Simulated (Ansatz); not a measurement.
Basis sets compared for the cluster HfGe10. Charge 0, multiplicity 1. Geometry PBE-D4/def2-SVP. Ansatz on 2 threads of AMD EPYC 7R13 on a shared host and a share (18 GiB) of an NVIDIA H100 80GB HBM3; times are rough, and most runs start from earlier orbitals.

```xyz
11

Hf    1.3355   -2.0558    0.4280
Ge    1.0569    1.8993   -0.2528
Ge    0.3002    0.3339    2.0258
Ge   -2.2509    0.2503    2.4456
Ge   -1.0778    2.5372   -1.3286
Ge   -0.2829    0.4365   -2.5444
Ge   -0.6083   -1.9144   -1.4054
Ge   -1.0548   -1.7849    1.4108
Ge    1.9199   -0.5801   -1.7092
Ge    2.6205    0.3328    0.9904
Ge   -1.9582    0.5453   -0.0603
```

In the def2 sets Hf takes a core potential; there is no spin–orbit coupling. Single mean-field runs in def2-TZVP are fitted with def2-universal-jkfit. The restricted singlet is unstable towards broken spin symmetry in Hartree–Fock (as tested in another run); at PBE-D4/def2-SVP, PBE0-D4/def2-SVP, PBE0-D4/def2-TZVP this wasn't settled. No other spin state of charge 0 was run. The structure comes from a short search, and lower isomers may exist.

Binding counts from free atoms (Hf triplet, Ge triplet) in the same basis, without a counterpoise term.

```csv
level,functions,energy (Eh),HOMO (eV),LUMO (eV),binding per atom (eV),wall time
PBE-D4/def2-SVP,352,-20812.6793,-4.38,-3.43,3.47,5.5 s
PBE0-D4/def2-SVP,352,-20813.1115,-5.02,-2.92,3.27,7.5 s
```

**Question.** Estimate the rows for PBE-D4/def2-TZVP (with forces), PBE0-D4/def2-TZVP.

**Answer.** 
```json
{"level": "PBE-D4/def2-TZVP (with forces)", "functions": "520", "energy (Eh)": "-20815.3042", "HOMO (eV)": "-4.31", "LUMO (eV)": "-3.36", "binding per atom (eV)": "3.50", "wall time": "8 s"}
{"level": "PBE0-D4/def2-TZVP", "functions": "520", "energy (Eh)": "-20815.7352", "HOMO (eV)": "-4.93", "LUMO (eV)": "-2.83", "binding per atom (eV)": "3.32", "wall time": "7 s"}
```
